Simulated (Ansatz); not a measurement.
GeTe, triplet, at a GFN2-xTB geometry (the spin is typed, not shown lowest) (core potentials on Te); B97M-V/def2-SVPD (Ansatz, a first-principles code).

Ansatz was given this input:
Ansatz 0.2 input:
```yaml
crystal:
  periodic: [false, false, false]
  atoms:
    - {symbol: Ge, position_ang: [-0.00000000, -0.00000000, -1.58156681]}
    - {symbol: Te, position_ang: [0.00000000, 0.00000000, 0.97327189]}
basis:
  gaussian:
    orbitals: def2-SVPD
hamiltonian:
  xc: {name: B97M-V}
magnetization: {spin_polarized: true, initial_magnetization: 2}
accuracy: high
```

Q: Write the output that Ansatz gives for this input, abridged.

A: 
```
Functional definition: B97M-V
1389 factors; integrals over basis functions are off by at most 4.6e-9 eV
mean field evaluation 1: about -63791.6860 eV, gradient 6.2e0 eV
mean field evaluation 2: about -63791.9414 eV, gradient 6.5e0 eV
mean field evaluation 4: about -63792.1563 eV, gradient 1.2e0 eV
mean field evaluation 8: about -63792.1725 eV, gradient 4.2e-2 eV
mean field evaluation 16: about -63792.1725 eV, gradient 4.5e-5 eV
mean field evaluation 32: about -63791.7837 eV, gradient 2.9e0 eV
mean field evaluation 64: about -63791.9292 eV, gradient 3.8e-1 eV
mean field evaluation 96: about -63791.8794 eV, gradient 7.1e-2 eV
mean field -63792.17249441 eV, -2344.3190992820 hartree, gradient 8.5e-8 eV, S^2 2.006816; 14 other end points of the search recorded, 0 dependent functions left out
reference -63792.17250033 eV, -2344.3190994998 hartree; 29, 27 occupied and 44, 46 virtual orbitals, 1389 factors
Total energy: -63792.17250033 eV, -2344.3190994998 hartree
```
